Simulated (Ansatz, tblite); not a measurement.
Removing and adding an electron: SnMe3(OiPr) (C₆H₁₆OSn). Total charge 0; singlet. Geometry: r2SCAN-D4/def2-SVP. Ansatz, gas phase; energy differences of separate SCF runs; the oxidised species was run as a doublet alone; the reduced species was run as a doublet alone.

```xyz
24

Sn    0.080    1.208   -0.466
C    -0.467    0.451   -2.412
H     0.082   -0.476   -2.635
H    -0.228    1.196   -3.185
H    -1.547    0.243   -2.442
C    -1.010    2.964    0.120
H    -0.690    3.840   -0.465
H    -0.829    3.160    1.187
H    -2.086    2.801   -0.034
C     2.211    1.452   -0.214
H     2.457    1.344    0.852
H     2.525    2.451   -0.552
H     2.763    0.692   -0.786
O    -0.566   -0.136    0.887
C    -0.538   -1.524    0.627
C    -1.302   -2.211    1.750
C     0.894   -2.048    0.515
H    -1.060   -1.752   -0.332
H    -0.804   -2.012    2.713
H    -1.353   -3.301    1.596
H    -2.326   -1.812    1.809
H     1.428   -1.575   -0.326
H     1.449   -1.818    1.440
H     0.917   -3.138    0.352
```

In the def2 sets Sn takes a core potential; there is no spin–orbit coupling. The xTB rows come from tblite.

Task: Estimate orbital energies and vertical ionisation energies and electron affinities at: GFN1-xTB; GFN2-xTB; PBE-D4/def2-TZVP; revPBE-D4/def2-TZVP; PBE0-D4/def2-TZVP.

Result: 
```csv
level,−HOMO (eV),vertical IE (eV),−LUMO (eV),vertical EA (eV),HOMO–LUMO gap (eV),IE − EA (eV),remarks
GFN1-xTB,11.66,14.09,6.67,4.10,4.99,9.98,–
GFN2-xTB,10.37,12.92,5.84,3.23,4.53,9.69,–
PBE-D4/def2-TZVP,5.46,8.29,0.58,-1.17,4.89,9.46,HOMO above zero (-1 doublet)
revPBE-D4/def2-TZVP,5.39,8.31,0.49,-1.18,4.91,9.49,HOMO above zero (-1 doublet)
PBE0-D4/def2-TZVP,6.94,8.63,-0.27,-1.44,7.21,10.07,HOMO above zero (-1 doublet)
```

   A HOMO above zero means that the electron is unbound at that level or that self-interaction error raises the level; the energy of removing that electron tells which. Raw xTB energy differences between charge states are shifted by several eV; the methods need an empirical correction for them. Sets without diffuse functions give affinities that are too small. A negative affinity means that the extra electron isn't bound; its size then hangs on the basis.
